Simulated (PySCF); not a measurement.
This PySCF input asks for the NMR shieldings of `InChI=1S/C5H6N2Si/c1-2-3-4-7-8-5-6/h4H,8H2,1H3/b7-4-`; the geometry comes from GFN2-xTB.

```python
import basis_set_exchange as bse
import numpy as np
from pyscf import gto, dft
from pyscf.prop import nmr

atoms = """
C    -1.024487    2.449897   -0.042730
C    -0.323656    1.369544    0.595785
C     0.264576    0.463907    1.134030
C     0.923915   -0.684091    1.615886
N     1.090907   -1.754658    0.965576
Si    0.655242   -2.268292   -0.609254
C    -0.182179   -0.982586   -1.690892
N    -0.687206   -0.164868   -2.316610
H    -1.009460    2.292567   -1.121386
H    -2.059929    2.462549    0.297266
H    -0.559385    3.404842    0.199936
H     1.316579   -0.631474    2.633374
H     1.906849   -2.608984   -1.280410
H    -0.312445   -3.348825   -0.437585
"""
names = dict.fromkeys(["C", "N", "Si", "H"], "pcSseg-1")
basis = {el: gto.basis.parse(bse.get_basis(n, elements=[el], fmt="nwchem")) for el, n in names.items()}
mol = gto.M(atom=atoms, basis=basis, charge=0, verbose=0)
mf = dft.RKS(mol, xc="PBE0")
mf.grids.level = 2
mf.grids.alignment = dft.numint.BLKSIZE   # the property module wants whole blocks of grid points
mf.conv_tol = 1e-9
mf.kernel()

calc = nmr.RKS(mf)   # GIAO
C = mf.mo_coeff
Co = C[:, mf.mo_occ > 0]
resp = mf.gen_response(singlet=True, hermi=2)
def vind(x):   # induced exchange potential for any number of trial vectors
    d = np.einsum("pi,xij,qj->xpq", C, 2 * x.reshape(-1, C.shape[1], Co.shape[1]), Co, optimize=True)
    return np.einsum("xpq,pi,qj->xij", resp(d - d.transpose(0, 2, 1)), C, Co, optimize=True).ravel()
mo1, _ = nmr.rhf.solve_mo1(calc, with_cphf=vind)
sigma = calc.kernel(mo1)
for i, s in enumerate(sigma):   # ppm
    w = np.linalg.eigvalsh((s + s.T) / 2)
    print("%2d %-2s iso %8.1f  s11 %8.1f  s22 %8.1f  s33 %8.1f" % (i, mol.atom_pure_symbol(i), w.mean(), *w))
```

Question: What are the results?

Answer: 
```
 0 C  iso    181.6  s11    174.0  s22    176.6  s33    194.3
 1 C  iso     73.9  s11      9.7  s22     14.9  s33    197.1
 2 C  iso    102.5  s11     16.7  s22     18.6  s33    272.2
 3 C  iso     21.1  s11    -69.2  s22      2.7  s33    129.7
 4 N  iso   -109.0  s11   -447.2  s22   -143.9  s33    264.1
 5 Si iso    427.1  s11    392.5  s22    412.9  s33    475.9
 6 C  iso     59.8  s11    -57.9  s22    -48.9  s33    286.1
 7 N  iso    -87.3  s11   -274.3  s22   -268.3  s33    280.6
 8 H  iso     28.9  s11     23.6  s22     28.5  s33     34.5
 9 H  iso     29.5  s11     24.9  s22     27.2  s33     36.4
10 H  iso     29.6  s11     24.6  s22     27.3  s33     36.9
11 H  iso     23.5  s11     19.9  s22     23.7  s33     26.8
12 H  iso     26.5  s11     23.6  s22     25.0  s33     31.0
13 H  iso     26.6  s11     23.8  s22     25.0  s33     30.9
```

These numbers come from an equivalent density-fitted implementation of the same equations, which agrees with the script to about 0.01 ppm for H and up to a few tenths of a ppm for heavy atoms, so last digits may differ.

Question: Turn these shieldings into chemical shifts. Scale: 13C (σ = 186.93 ppm) and 29Si (σ = 349.16 ppm) and 1H (σ = 31.72 ppm) vs TMS; 15N (σ = 267.73 ppm) vs NH3 (reference shieldings calculated alike).

Answer: Averaging equivalent atoms: C 3: 165.9; C 6: 127.2; C 1: 113.0; C 2: 84.4; C 0: 5.3; N 4: 376.8; N 7: 355.0; Si 5: -77.9; H 11: 8.26; H 12/13: 5.18; H 8/9/10: 2.38 ppm. Experimental scales use liquid or dissolved standards, which lie at an offset from isolated NH3 (liquid NH3: subtract about 20 ppm). Unscaled 15N shifts of sp2 nitrogen come out 20 to 40 ppm too high even then.

Size and cost of the density-fitted run: 173 basis functions, 18 s wall time on 1 thread of an Arm Neoverse V2, shared host; peak memory 0.78 GiB.
